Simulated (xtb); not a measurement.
C₈H₁₂, charge +1, doublet, at a GFN2-xTB geometry of the parent state (a state made from the parent by changing its charge; the spin is typed, not shown lowest); GFN2-xTB (xtb).

Here is a job for xtb.
```
$ xtb mol.xyz --gfn 2 --chrg 1 --uhf 1 --json

# file mol.xyz
20

C     -0.70828786    -1.71453506    -0.20008818
C      0.70628698    -1.71604758    -0.19410523
C      1.51785443    -0.59492883    -0.59285083
C      1.51405403     0.59168699     0.60567432
C      0.70828786     1.71453506     0.20008818
C     -0.70628698     1.71604758     0.19410523
C     -1.51785443     0.59492883     0.59285083
C     -1.51405403    -0.59168699    -0.60567432
H     -1.19959199    -2.50912615     0.34426658
H      1.19126860    -2.51168255     0.35437875
H      1.15724154    -0.09450629    -1.48685965
H      2.56158258    -0.86991102    -0.71728077
H      2.55727795     0.86443772     0.73893104
H      1.14482246     0.09204483     1.49659626
H      1.19959199     2.50912615    -0.34426658
H     -1.19126860     2.51168255    -0.35437875
H     -1.15724154     0.09450629     1.48685965
H     -2.56158258     0.86991102     0.71728077
H     -1.14482246    -0.09204483    -1.49659626
H     -2.55727795    -0.86443772    -0.73893104
```

Q: Write the output that xtb gives for this input, abridged.

A: 
```
   ID    Z sym.   atoms
    1    6 C      1-8
    2    1 H      9-20

           -------------------------------------------------
          |                Calculation Setup                |
           -------------------------------------------------

           -------------------------------------------------
          |                 G F N 2 - x T B                 |
           -------------------------------------------------

          ...................................................
          :                      SETUP                      :
          :.................................................:
          :  # basis functions                  44          :
          :  # atomic orbitals                  44          :
          :  # shells                           28          :
          :  # electrons                        43          :
          :  max. iterations                   250          :
          :  Hamiltonian                  GFN2-xTB          :
          :  restarted?                      false          :
          :  GBSA solvation                  false          :
          :  PC potential                    false          :
          :  electronic temp.          300.0000000     K    :
          :  accuracy                    1.0000000          :
          :  -> integral cutoff          0.2500000E+02      :
          :  -> integral neglect         0.1000000E-07      :
          :  -> SCF convergence          0.1000000E-05 Eh   :
          :  -> wf. convergence          0.1000000E-03 e    :
          :  Broyden damping             0.4000000          :
          :  net charge                          1          :
          :  unpaired electrons                  1          :
          ...................................................

 iter      E             dE          RMSdq      gap      omega  full diag
   1    -23.0475615 -0.230476E+02  0.421E+00    2.76       0.0  T
   2    -23.0783162 -0.307548E-01  0.242E+00    2.66       1.0  T
   3    -23.0785380 -0.221794E-03  0.613E-01    2.70       1.0  T
   4    -23.0792826 -0.744584E-03  0.135E-01    2.66       1.0  T
   5    -23.0795710 -0.288393E-03  0.506E-02    2.68       1.0  T
   6    -23.0795711 -0.144594E-06  0.631E-03    2.68       3.5  T
   7    -23.0795716 -0.502903E-06  0.180E-03    2.68      12.4  T
   8    -23.0795717 -0.321503E-07  0.266E-04    2.68      84.1  T
   9    -23.0795717 -0.379750E-10  0.481E-05    2.68     465.3  T

   *** convergence criteria satisfied after 9 iterations ***

         :::::::::::::::::::::::::::::::::::::::::::::::::::::
         ::                     SUMMARY                     ::
         :::::::::::::::::::::::::::::::::::::::::::::::::::::
         :: total energy             -22.705951452799 Eh    ::
         :: gradient norm              0.121572083528 Eh/a0 ::
         :: HOMO-LUMO gap              2.676548322458 eV    ::
         ::.................................................::
         :: SCC energy               -23.079495261331 Eh    ::
         :: -> isotropic ES            0.082698224893 Eh    ::
         :: -> anisotropic ES         -0.015193994400 Eh    ::
         :: -> anisotropic XC          0.021044682895 Eh    ::
         :: -> dispersion             -0.013710326114 Eh    ::
         :: repulsion energy           0.373543808532 Eh    ::
         :: add. restraining           0.000000000000 Eh    ::
         :: total charge               1.000000000000 e     ::
         :::::::::::::::::::::::::::::::::::::::::::::::::::::

           -------------------------------------------------
          |                Property Printout                |
           -------------------------------------------------

    * Orbital Energies and Occupations

         #    Occupation            Energy/Eh            Energy/eV
      -------------------------------------------------------------
         1        2.0000           -0.8269992             -22.5038
[...]

     #   Z          covCN         q      C6AA      α(0)
     1   6 C        2.889     0.006    27.892     8.659
     2   6 C        2.889     0.006    27.892     8.659
     3   6 C        3.767    -0.051    21.533     6.614
     4   6 C        3.767    -0.051    21.533     6.614
     5   6 C        2.889     0.006    27.892     8.659
     6   6 C        2.889     0.006    27.892     8.659
     7   6 C        3.767    -0.051    21.533     6.614
     8   6 C        3.767    -0.051    21.533     6.614
     9   1 H        0.925     0.100     1.787     2.090
    10   1 H        0.925     0.100     1.787     2.090
    11   1 H        0.925     0.090     1.875     2.141
    12   1 H        0.925     0.105     1.737     2.061
    13   1 H        0.925     0.105     1.737     2.061
    14   1 H        0.925     0.090     1.875     2.141
    15   1 H        0.925     0.100     1.787     2.090
    16   1 H        0.925     0.100     1.787     2.090
    17   1 H        0.925     0.090     1.875     2.141
    18   1 H        0.925     0.105     1.737     2.061
    19   1 H        0.925     0.090     1.875     2.141
    20   1 H        0.925     0.105     1.737     2.061

 Mol. C6AA /au·bohr⁶  :       3102.858308
 Mol. C8AA /au·bohr⁸  :      72365.318993
 Mol. α(0) /au        :         86.259465

Wiberg/Mayer (AO) data.
largest (>0.10) Wiberg bond orders for each atom

 ---------------------------------------------------------------------------
     #   Z sym  total        # sym  WBO       # sym  WBO       # sym  WBO
 ---------------------------------------------------------------------------
     1   6 C    3.942 --     2 C    1.599     8 C    1.151     9 H    0.959
     2   6 C    3.942 --     1 C    1.599     3 C    1.151    10 H    0.959
     3   6 C    3.971 --     2 C    1.151    12 H    0.958    11 H    0.956
                             4 C    0.779
     4   6 C    3.971 --     5 C    1.151    13 H    0.958    14 H    0.956
                             3 C    0.779
     5   6 C    3.942 --     6 C    1.599     4 C    1.151    15 H    0.959
     6   6 C    3.942 --     5 C    1.599     7 C    1.151    16 H    0.959
     7   6 C    3.971 --     6 C    1.151    18 H    0.958    17 H    0.956
                             8 C    0.779
     8   6 C    3.971 --     1 C    1.151    20 H    0.958    19 H    0.956
                             7 C    0.779
     9   1 H    0.990 --     1 C    0.959
    10   1 H    0.990 --     2 C    0.959
    11   1 H    0.992 --     3 C    0.956
    12   1 H    0.989 --     3 C    0.958
    13   1 H    0.989 --     4 C    0.958
    14   1 H    0.992 --     4 C    0.956
    15   1 H    0.990 --     5 C    0.959
    16   1 H    0.990 --     6 C    0.959
    17   1 H    0.992 --     7 C    0.956
    18   1 H    0.989 --     7 C    0.958
    19   1 H    0.992 --     8 C    0.956
    20   1 H    0.989 --     8 C    0.958
 ---------------------------------------------------------------------------

Topologies differ in total number of bonds
Writing topology from bond orders to xtbtopo.mol

molecular dipole:
                 x           y           z       tot (Debye)
 q only:       -0.000      -0.000      -0.000
   full:       -0.000      -0.000      -0.000       0.000
molecular quadrupole (traceless):
                xx          xy          yy          xz          yz          zz
 q only:        5.115      -0.001       2.334       0.053      -0.529      -7.448
  q+dip:        7.086       0.009       1.973       0.065      -3.435      -9.059
   full:        5.198       0.002       2.091       0.052      -1.209      -7.289

           -------------------------------------------------
          | TOTAL ENERGY              -22.705951452799 Eh   |
          | GRADIENT NORM               0.121572083528 Eh/α |
          | HOMO-LUMO GAP               2.676548322458 eV   |
           -------------------------------------------------

normal termination of xtb
```
